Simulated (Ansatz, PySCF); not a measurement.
CH8O2Si2, SMILES [SiH3][Si](O)(O)C. Atoms are numbered in the order given.

```xyz
13

Si     1.7042     0.9202    -0.0032
Si    -0.3425    -0.2270     0.0339
C     -1.7360     0.8178    -0.6598
O     -0.2602    -1.6762    -0.8035
O     -0.5835    -0.6322     1.6298
H      2.0496     1.2981    -1.4127
H      2.8108     0.0688     0.5312
H      1.6419     2.1839     0.7974
H     -1.8647     1.7393    -0.0689
H     -2.6929     0.2682    -0.6403
H     -1.5407     1.1187    -1.7031
H     -0.4452    -1.6483    -1.7490
H     -1.1958    -1.3622     1.7870
```

The structure is a stationary point at r2SCAN-D4/def2-SVP. This is a generated structure with no PubChem entry under its InChIKey; it may be hypothetical. Other conformers were not sampled.

Two levels are set side by side: PBE-D3(BJ)/def2-SVP (Ansatz, an electronic-structure program) and r2SCAN-D4/def2-SVP (Ansatz). Each level has its own optimised geometry; the coordinates shown are those of the second. Frequencies come from the Hessian of PySCF at each geometry. Differences are taken from unrounded values.

```tsv
quantity	r2SCAN-D4	PBE-D3(BJ)	PBE-D3(BJ) minus r2SCAN-D4
mean bond length (Å)	1.441	1.451	0.010
bond Si1–Si2 (Å)	2.347	2.351	0.005
bond Si2–C3 (Å)	1.875	1.887	0.013
bond Si2–O4 (Å)	1.676	1.691	0.015
bond Si2–O5 (Å)	1.664	1.680	0.016
bond Si1–H6 (Å)	1.500	1.509	0.010
bond Si1–H7 (Å)	1.495	1.505	0.010
bond Si1–H8 (Å)	1.497	1.507	0.010
bond C3–H9 (Å)	1.102	1.109	0.007
bond C3–H10 (Å)	1.104	1.111	0.007
bond C3–H11 (Å)	1.103	1.110	0.007
bond O4–H12 (Å)	0.964	0.972	0.009
bond O5–H13 (Å)	0.966	0.974	0.009
highest harmonic wavenumber (cm⁻¹)	3887	3768	-120
mean harmonic wavenumber (cm⁻¹)	1183	1155	-29
zero-point energy (kcal/mol)	55.83	54.47	-1.36
```
